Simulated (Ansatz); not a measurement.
(CdS)6 prism (Cd₆S₆). The state is a triplet with charge 0. Geometry r2SCAN-D4/def2-SVP, that of the neutral singlet.

```xyz
12

Cd   -1.131    1.421   -1.576
S    -2.607    1.563    0.395
Cd   -0.780    1.106    1.987
S     1.666    1.140    2.307
Cd    2.137    1.097   -0.114
S     1.206    1.552   -2.352
Cd    0.779   -1.106   -1.988
S    -1.666   -1.140   -2.307
Cd   -2.136   -1.097    0.114
S    -1.206   -1.552    2.352
Cd    1.131   -1.421    1.576
S     2.607   -1.563   -0.395
```

In the def2 sets Cd takes a core potential; there is no spin–orbit coupling. Single mean-field runs in def2-TZVP are fitted with def2-universal-jkfit. At PBE-D4/def2-TZVP an occupied level of the charge 0 triplet lies above an empty one (by up to 0.06 eV), so this SCF solution is probably not the lowest. At PBE-D4/def2-TZVP, r2SCAN-D4/def2-TZVP the gap within one spin of the charge 0 triplet nearly closes, so an electron or hole may be smeared out by delocalisation error. At PBE0-D4/def2-TZVP a singlet of charge 0 lies 2.90 eV below the triplet at the same geometry.

Q: Estimate the α-spin orbital energies around the gap (eV) in Ansatz with PBE-D4/def2-TZVP, r2SCAN-D4/def2-TZVP, PBE0-D4/def2-TZVP.

A: 
```tsv
orbital	PBE-D4/def2-TZVP	r2SCAN-D4/def2-TZVP	PBE0-D4/def2-TZVP
HOMO−5	-6.89	-7.14	-7.94
HOMO−4	-6.81	-7.07	-7.91
HOMO−3	-6.42	-6.72	-7.55
HOMO−2	-6.42	-6.70	-7.50
HOMO−1	-6.13	-6.38	-7.17
HOMO	-3.88	-3.85	-4.06
LUMO	-3.18	-3.13	-2.51
LUMO+1	-2.69	-2.64	-2.10
LUMO+2	-2.66	-2.58	-2.02
LUMO+3	-2.65	-2.57	-2.02
LUMO+4	-2.55	-2.48	-1.79
LUMO+5	-2.55	-2.47	-1.79
β HOMO	-6.02	-6.25	-6.96
β LUMO	-6.08	-6.25	-5.96
```
